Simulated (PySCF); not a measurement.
# Two-component Hartree-Fock for Co (cobalt, neutral)

Start: [Ar] 3d6 4s2 5s1; 3d3/2 filled at m_j = +3/2; 3d5/2 filled at m_j = -3/2, -1/2, +1/2, +3/2, +5/2; 5s1/2 filled at m_j = +1/2. Calculated with PySCF 2.14 in x2c-SVPall-2c with one added diffuse shell each of s, d type (6s5p4d1f, 48 functions): generalised Hartree-Fock with the X2C-1e Hamiltonian and a Gaussian nucleus; one run each with spin-orbit coupling (SO) switched off, then screened by Boettger's factors. This is a chosen level, not necessarily the ground level.

| spinor shell | electrons | ε, spin-free (eV) | ε, screened SO (eV) | weight of nominal j (screened SO) | rms radius, screened SO (bohr) |
| --- | --- | --- | --- | --- | --- |
| 1s1/2 | 2 | -7788.4 | -7788.4 | 1.000 | 0.0649 |
| 2s1/2 | 2 | -979.54 | -979.51 | 1.000 | 0.276 |
| 2p1/2 | 2 | -837.45 | -848.10 | 0.988 | 0.247 |
| 2p3/2 | 4 | -837.45 | -832.20 | 0.994 | 0.249 |
| 3s1/2 | 2 | -138.76 | -138.75 | 1.000 | 0.828 |
| 3p3/2 | 4 | -94.875 | -93.991 | 0.829 | 0.886 |
| 3p1/2 | 2 | -94.875 | -96.640 | 0.658 | 0.883 |
| 3d5/2 | 5 | -31.865 | -32.908 | 0.586 | 1.05 |
| 3d3/2 | 1 | -31.865 | -26.665 | 0.788 | 1.11 |
| 4s1/2 | 2 | -13.149 | -13.148 | 1.000 | 2.85 |
| 5s1/2 | 1 | -2.566 | -2.566 | 1.000 | 8.42 |

```
   quantity    spin-free  screened SO
E (hartree)  -1391.34250  -1391.36351
        M_J          9/2          9/2
       ⟨J²⟩       24.759       24.760
       ⟨L²⟩        6.005        6.014
       ⟨S²⟩        8.754        8.748
```

Each row is a mean over spinors that exchange with the open shell spreads, by up to 16.864 eV (3p3/2).

Rows whose weight is well below 1 are mixtures of j = l ± 1/2: exchange outweighs spin-orbit coupling there, and the label is only the starting occupation.

Without spin-orbit coupling the j labels of p, d and f shells carry no meaning; the spin-free column gives the mean over the occupied spinors of each nl shell.
